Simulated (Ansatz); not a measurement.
Basis sets compared for the cluster SnBr₂⁺ (the lowest doublet isomer of a short search). Charge 1, multiplicity 2. Geometry B3LYP-D4/def2-TZVP. Ansatz on 4 threads of Arm Neoverse V2 on a shared host; times are rough, and most runs start from earlier orbitals.

```xyz
3

Sn   -0.386   -0.836   -1.102
Br   -0.830    1.428    0.143
Br    1.216   -0.593    0.959
```

In the def2 sets Sn takes a core potential; there is no spin–orbit coupling. In the doublet, Br2 and Br3 lie 2.99 Å apart (atoms count from 1), so these atoms are partly bonded to each other. The structure comes from a short search, and lower isomers may exist.

| level | functions | energy (Eh) | HOMO (eV) | LUMO (eV) | wall time |
| --- | --- | --- | --- | --- | --- |
| PBE-D4/def2-SVP | 90 | -5360.9986 | -12.21 | -11.33 | 1 s |
| PBE0-D4/def2-SVP | 90 | -5361.1711 | -13.56 | -10.55 | 1.7 s |

(1) Estimate the rows for PBE-D4/def2-TZVP (with forces), PBE0-D4/def2-TZVP.

Results:

(1) 
```csv
level,functions,energy (Eh),HOMO (eV),LUMO (eV),wall time
PBE-D4/def2-TZVP (with forces),146,-5361.6306,-12.18,-11.26,2.5 s
PBE0-D4/def2-TZVP,146,-5361.8035,-13.49,-10.45,3.8 s
```
